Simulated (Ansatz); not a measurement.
`[GaH2][I]` + `N#CO` → `N#C[O][GaH2]` + HI at 600 K and 1 bar (ligand exchange at a Ga–I bond).

Computed with Ansatz on PBE0-D4/def2-TZVP structures; ΔE is electronic, products minus reactants. CCSD(T)/CBS adds triple-zeta CCSD(T) − MP2 to the extrapolated MP2 energy (def2 sets, frozen cores). This one scheme is used for every species. def2 core potentials past Kr. For Ga, I outer-core shells are correlated without core-valence functions, which leaves a few kJ/mol of doubt a bond. Scalar relativity is left out up to krypton. One conformer a species, not always the lowest.

| species | CCSD(T)/CBS energy (Eh) | H − E (kJ/mol) | S (J/(mol·K)) |
| --- | --- | --- | --- |
| `[GaH2][I]` | -2222.61527 | 67.0 | 325.9 |
| `N#CO` | -168.48100 | 84.3 | 277.2 |
| `N#C[O][GaH2]` | -2093.04540 | 112.2 | 372.2 |
| HI | -298.03592 | 31.6 | 227.0 |

H − E and S are ideal-gas, rigid-rotor, harmonic terms from PBE0-D4/def2-TZVP, for one conformer and one mirror image of each species. 1 Eh = 2625.50 kJ/mol, R = 8.31446 J/(mol·K).

Task: By hand: ΔE, ΔH, ΔS and ΔG.

Result: ΔE = (-2093.04540) + (-298.03592) − (-2222.61527) − (-168.48100) = 0.01495 Eh = 39.3 kJ/mol. Δ(H − E) = 112.2 + 31.6 − 67.0 − 84.3 = -7.5, so ΔH = 31.8 kJ/mol. ΔS = 372.2 + 227.0 − 325.9 − 277.2 = -3.9 J/(mol·K). ΔG = 31.8 − 600 × (-3.9)/1000 = 34.1 kJ/mol.

Task: By hand: the equilibrium constant, and the temperature at which ΔG would vanish if ΔH and ΔS stayed fixed.

Result: log₁₀ K = −ΔG/(RT ln 10) = -3.0. ΔH and −TΔS have one sign here, so there is no such temperature.

The number of gas molecules stays the same, so ΔS is small and ΔH decides. A doubt of 5 kJ/mol in ΔE shifts log₁₀ K by 0.4 here. Other conformers and mirror images would add mixing entropy, several J/(mol·K) or more a flexible species. These are equilibria of isolated gas molecules and say nothing of rates. Largest T1 diagnostic: 0.015 (customary marks: 0.02 for closed shells, 0.045 for open ones).

ΔS is within the doubt of such terms, so its sign, and with it that verdict, could turn.
